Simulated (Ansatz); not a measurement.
Species: SrCl₂ (charge -1, doublet). SMILES of the parent species: [Cl][Sr][Cl]

Atoms: Sr1, Cl2, Cl3. Bonds: Sr1-Cl2, Sr1-Cl3.

Bond lengths (Å) and angles (degrees) optimised at HF/3-21G with Ansatz (a first-principles code); PBE/6-31G* with LANL2DZ past Ar with Ansatz; B3LYP/6-31G* with LANL2DZ past Ar with Ansatz, each started from the B3LYP-D3(BJ)/def2-TZVP structure (Ansatz) of the last column. A row stands for all coordinates that are equal there. 6-31G* holds six Cartesian d functions. No wavenumbers were computed at PBE/6-31G* with LANL2DZ past Ar, so these may be saddle points.

```json
[
 {"coordinate": "Sr1-Cl2", "HF/3-21G": "2.898", "PBE/6-31G* with LANL2DZ past Ar": "2.865", "B3LYP/6-31G* with LANL2DZ past Ar": "2.867", "B3LYP-D3(BJ)/def2-TZVP": "2.713"},
 {"coordinate": "Cl2-Sr1-Cl3", "HF/3-21G": "114.4", "PBE/6-31G* with LANL2DZ past Ar": "120.6", "B3LYP/6-31G* with LANL2DZ past Ar": "120.5", "B3LYP-D3(BJ)/def2-TZVP": "124.7"}
]
```

Mean signed difference of all 2 bond lengths from B3LYP-D3(BJ)/def2-TZVP: HF/3-21G 0.184 Å, PBE/6-31G* with LANL2DZ past Ar 0.152 Å, B3LYP/6-31G* with LANL2DZ past Ar 0.154 Å.
